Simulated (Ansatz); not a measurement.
Spin states of CeO2 (SMILES [O]=[Ce]=[O]), each relaxed with B3LYP-D3(BJ)/def2-TZVP.
State 1 (charge 0, multiplicity 1):
```xyz
3

Ce     0.2290    -0.2010     0.2450
O      1.2050     0.3063    -1.2055
O     -1.4672    -0.0579     0.8902
```
State 2 (charge 0, multiplicity 3):
```xyz
3

Ce     0.14478    -0.12498     0.15092
O      1.37273     0.28524    -1.25664
O     -1.55077    -0.11288     1.03540
```

Singlets are restricted, other states unrestricted; no spin–orbit coupling, no relativity up to Kr; see below for the cores. The largest T1 diagnostic is 0.029.

The values were computed with Ansatz (an electronic-structure program) with Gaussian orbitals.  In def2 rows elements past Kr take small-core potentials, without spin–orbit coupling.

Task: One of these levels gives 245.7 kJ/mol for the energy of the multiplicity-3 state less that of the multiplicity-1 state. Which one is it?
A) r2SCANh/def2-TZVPP
B) SVWN5/def2-TZVPP
C) B3LYP/def2-TZVPP
D) BHLYP/def2-TZVPP

Result: B, SVWN5/def2-TZVPP. The others give 205.4 (r2SCANh/def2-TZVPP), 188.3 (B3LYP/def2-TZVPP), 159.0 (BHLYP/def2-TZVPP)
